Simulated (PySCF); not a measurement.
# Polarisability and C₆ of Cd²⁺ (cadmium, charge +2)

[Kr] 4d9 5s1, high-spin 3D determinant (an excited configuration). Computed with PySCF 2.14 in x2c-TZVPPall with one added diffuse shell each of s, p, d, f type (9s7p7d3f1g, 95 functions), with scalar relativity by spin-free X2C-1e. Coupled (time-dependent) response in atomic units; α is the mean over directions.

| method | mean α (bohr³) | α xx, yy, zz | C₆ (like pair) | S(−4) |
| --- | --- | --- | --- | --- |
| TPSSh | 16.23 | 16.53, 16.53, 15.63 | 82.16 | 175.1 |
| BP86 | 14.90 | 15.12, 15.12, 14.47 | 75.29 | 141.0 |

S(−4) is the Cauchy moment in α(ω) = α(0) + S(−4) ω² + …

Spin-orbit coupling is absent.

α(iu) at BP86:

```csv
u (hartree),α(iu) (bohr³)
0,14.90
0.0500,14.56
0.100,13.65
0.200,11.17
0.300,8.953
0.500,6.208
0.750,4.495
1.00,3.529
1.50,2.426
2.00,1.792
3.00,1.092
5.00,0.5178
```

For an ion, C₆ is the dispersion term alone; charge-induced terms of lower order in 1/R come first.

The components differ because the open shell of this determinant is not spherical; for a pure term their mean is the scalar polarisability.
